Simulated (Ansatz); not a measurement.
The cluster Fe₄Co⁺, relaxed as a multiplicity 15 with UKS PBE-D4/def2-SVP in Ansatz, starting from the GFN1-xTB geometry. Force threshold 0.02 eV/Å.

The charge 1 multiplicity 15 is spin-contaminated (final ⟨S²⟩ up to 56.20, 56.00 for a pure state). The structure comes from a short search, and lower isomers may exist.

Start:

```xyz
5

Fe    0.042    0.145    2.350
Fe    1.289    1.907    0.940
Fe   -1.278    0.108   -2.652
Fe   -1.571   -1.234   -0.096
Co    1.518   -0.926   -0.542
```

```tsv
step	energy (eV)	largest force component (eV/Å)	SCF passes
1	-175109.4116	1.803	470
2	-175110.9401	2.618	545
3	-175112.9912	2.454	108
4	-175114.6966	1.890	88
5	-175115.6137	0.725	66
6	-175115.8710	0.382	60
7	-175116.1014	0.507	71
8	-175116.3805	0.761	81
9	-175116.7221	0.801	81
10	-175117.0180	0.842	107
11	-175117.2035	0.483	62
12	-175117.2548	0.150	52
13	-175117.2730	0.090	53
14	-175117.2731	0.042	36
15	-175117.2740	0.022	36
16	-175117.2740	0.010	40
```

Force components are those of the run's own axes.

End:

```
atom    x (Å)    y (Å)    z (Å)
 Fe1   0.3538  -0.3232   1.7754
 Fe2   0.2165   1.3452   0.1738
 Fe3  -0.3052   0.2452  -1.7969
 Fe4  -1.2844  -0.4705   0.1613
 Co5   1.0193  -0.7967  -0.3136
```

Bonds formed: Fe2–Fe3, Fe2–Fe4, Fe3–Co5 (atoms count from 1). Metal–metal contacts that move far: Fe1–Co5 3.42 to 2.24 Å. The end is the same structure that another start reached.

No frequencies were taken in this run, so the end may be a saddle point.

Run time 5.9 min (4 threads of Intel Xeon on a shared host), peak host memory 0.58 GiB.
